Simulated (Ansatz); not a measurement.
Basis sets over 5 cases of the optimised length of bonds between heavy atoms at B3LYP with Ansatz (Ga to Br present), each against its own reference: the value in pcseg-4. By their distance from other large sets or by the extrapolation step the references are unsure by up to roughly 0.0005 Å. Each level at its own minimum; unrestricted open shells; no added dispersion term; no relativity. Cartesian d functions in some cases of 6-31G. (X+d) sets on Al to Cl for cc-pVXZ and aug-cc-pVXZ. 

Cases are drawn at random; left out are references unsure by over 0.0017 Å, doubtful singlets, and cases whose largest runs show a restricted determinant unstable towards unrestricted orbitals, <S^2> over 0.1 too high or, where CCSD(T) ran, T1 over 0.025 (0.045 for open shells). Sets are drawn from those converged to one state in every case.

Cases (SMILES) and reference values:
- [Ge]=[S] (S-Ge) (closed-shell singlet), one Ge-S bond length: 2.0263 Å
- Br[Si] (Si-Br), doublet, one Si-Br bond length: 2.2517 Å
- BrCl (Cl-Br), one Cl-Br bond length: 2.1610 Å
- [Ga][Cl] (Cl-Ga) (closed-shell singlet), one Ga-Cl bond length: 2.2389 Å
- [Ge][F] (F-Ge), doublet, one Ge-F bond length: 1.7654 Å

```json
[
 {"basis": "pcseg-0", "functions over def2-SVP (largest species, mean of cases)": "0.7", "mean signed deviation (Å)": "0.1049", "mean absolute": "0.1049", "largest": "0.1920", "within 0.005 Å": "0 of 5"},
 {"basis": "6-31G", "functions over def2-SVP (largest species, mean of cases)": "0.8", "mean signed deviation (Å)": "0.0957", "mean absolute": "0.0957", "largest": "0.1591", "within 0.005 Å": "0 of 5"},
 {"basis": "def2-SVP", "functions over def2-SVP (largest species, mean of cases)": "1.0", "mean signed deviation (Å)": "0.0082", "mean absolute": "0.0104", "largest": "0.0342", "within 0.005 Å": "1 of 5"},
 {"basis": "def2-SV(P)", "functions over def2-SVP (largest species, mean of cases)": "1.0", "mean signed deviation (Å)": "0.0082", "mean absolute": "0.0104", "largest": "0.0342", "within 0.005 Å": "1 of 5"},
 {"basis": "cc-pVTZ", "functions over def2-SVP (largest species, mean of cases)": "1.6", "mean signed deviation (Å)": "0.0017", "mean absolute": "0.0017", "largest": "0.0027", "within 0.005 Å": "5 of 5"},
 {"basis": "def2-TZVPD", "functions over def2-SVP (largest species, mean of cases)": "2.0", "mean signed deviation (Å)": "0.0027", "mean absolute": "0.0027", "largest": "0.0060", "within 0.005 Å": "4 of 5"},
 {"basis": "def2-TZVPPD", "functions over def2-SVP (largest species, mean of cases)": "2.1", "mean signed deviation (Å)": "0.0026", "mean absolute": "0.0026", "largest": "0.0060", "within 0.005 Å": "4 of 5"},
 {"basis": "pcseg-3", "functions over def2-SVP (largest species, mean of cases)": "2.7", "mean signed deviation (Å)": "0.0003", "mean absolute": "0.0003", "largest": "0.0007", "within 0.005 Å": "5 of 5"},
 {"basis": "def2-QZVPP", "functions over def2-SVP (largest species, mean of cases)": "3.2", "mean signed deviation (Å)": "-0.0003", "mean absolute": "0.0004", "largest": "0.0008", "within 0.005 Å": "5 of 5"},
 {"basis": "cc-pV5Z", "functions over def2-SVP (largest species, mean of cases)": "4.1", "mean signed deviation (Å)": "-0.0003", "mean absolute": "0.0003", "largest": "0.0006", "within 0.005 Å": "5 of 5"}
]
```

Among the sets for which every case ran a larger relative (same family, alike in diffuse functions, listed or not), the smallest listed that holds all cases within 0.005 Å together with them is cc-pVTZ, at 1.6 times the functions of def2-SVP. Inside, though some case ran no larger relative to test it: def2-QZVPP, cc-pV5Z. Largest deviations of relatives not listed, over the cases that ran them: cc-pVQZ 0.0010, pcseg-4 0.0000 Å. A case lies within its reference's uncertainty of the window's edge in def2-SVP, def2-SV(P). These figures hold for the cases listed.

Ansatz is an electronic-structure program.
